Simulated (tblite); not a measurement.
Compound: C5H8OSi.
Z-matrix (Å and degrees, GFN2-xTB geometry), rows numbered from 1:
```
C 
C   1  1.3258
C   2  1.5081  1  123.30
C   3  1.5030  2  112.55  1  -128.65
C   4  1.3284  3  122.35  2   -44.14
Si  5  1.8769  4  117.10  3     4.77
O   2  1.3530  1  120.14  3   179.38
H   1  1.0748  2  120.96  3  -179.32
H   1  1.0735  2  121.50  3     0.38
H   3  1.0893  2  109.35  1    -5.10
H   3  1.0966  2  107.44  1   111.98
H   4  1.0837  3  115.75  2   136.56
H   5  1.0793  4  119.68  3  -179.76
H   6  1.4564  5  114.54  4   136.10
H   6  1.4653  5  111.90  4   -91.91
```

All values are computed: GFN2-xTB (tblite) harmonic vibrations without scaling, gas phase. This tight-binding method is rough: wavenumbers can miss measured ones by several per cent, in bad cases by 10 to 20. Modes of hydrogen on silicon can be 10 to 20 % off. One conformer, not necessarily the lowest.

Harmonic wavenumbers (cm⁻¹): 83.8, 94.7, 293.1, 327.8, 366.0, 426.9, 475.4, 518.5, 583.0, 631.9, 679.2, 696.6, 714.8, 774.0, 786.1, 798.7, 842.0, 894.6, 927.3, 958.5, 1013.9, 1039.1, 1143.8, 1181.8, 1251.2, 1287.1, 1331.1, 1392.9, 1450.9, 1659.0, 1708.0, 2236.2, 2318.4, 2911.6, 3011.2, 3025.8, 3076.0, 3129.1, 3163.2.

A = 3542, B = 2228, C = 1486 MHz; mass 112.034 u (most abundant isotopes); point group C1, symmetry number 1.

Question: What is the zero-point energy?

Answer: ½Σν̃ = 24602 cm⁻¹ = 70.34 kcal/mol.

Question: Entropy at 273.15 K, 1 bar (ideal gas, RRHO, classical rotation)?

Answer: Translation 39.65, rotation 27.45, vibration 14.88: S = 82.0 cal/(mol K).

Question: And Cp and H(273.15 K) − H(0)?

Answer: Cp = 28.70 cal/(mol K), of which vibrations give 20.76 (their classical limit is 39 R = 77.5); H(273.15 K) − H(0) = 4.56 kcal/mol without the zero-point energy, 2.39 from vibrations.

Question: Blend soft modes into free rotors: weight 1/[1 + (100 cm⁻¹/ν̃)⁴] for the oscillator and the rest for a rotor with moment μB/(μ + B), μ = h/(8π²ν), B = 10⁻⁴⁴ kg m². What vibrational entropy results?

Answer: 14.13 cal/(mol K) in place of 14.88, which changes −T·S at 273.15 K by +0.21 kcal/mol.

Question: Which modes carry the vibrational entropy at 273.15 K?

Answer: 83.8 cm⁻¹: 3.63; 94.7 cm⁻¹: 3.39; 293.1 cm⁻¹: 1.31; 327.8 cm⁻¹: 1.13; 366.0 cm⁻¹: 0.96; 426.9 cm⁻¹: 0.75 cal/(mol K); the other 33 give 3.71 together.

Question: How do the functions run with temperature in this model?

Answer: 
| T (K) | S (cal/(mol K)) | Cp (cal/(mol K)) | H − H(0) (kcal/mol) | G − H(0) (kcal/mol) | ln q(vib) |
| --- | --- | --- | --- | --- | --- |
| 150 | 68.7 | 16.9 | 1.77 | -8.54 | 1.29 |
| 250 | 79.5 | 26.4 | 3.92 | -15.96 | 2.72 |
| 298.15 | 84.6 | 31.1 | 5.31 | -19.91 | 3.50 |
| 400 | 95.0 | 39.8 | 8.93 | -29.06 | 5.27 |
| 600 | 113.6 | 52.1 | 18.22 | -49.97 | 9.00 |
| 900 | 137.1 | 63.4 | 35.70 | -87.70 | 14.51 |

q(vib) and H(0) count from the zero-point level.

Question: What must be added to the electronic energy to get the Gibbs energy at 273.15 K and 1 bar?

Answer: ZPE + [H(273.15 K) − H(0)] − T·S = 70.34 + 4.56 − 22.39 = 52.51 kcal/mol.

Hindered rotation and anharmonicity are outside this model. Other conformers, if any are populated, would add a mixing term that is left out. The structure is chiral; the term R ln 2 for an equal mix with its mirror image is left out.
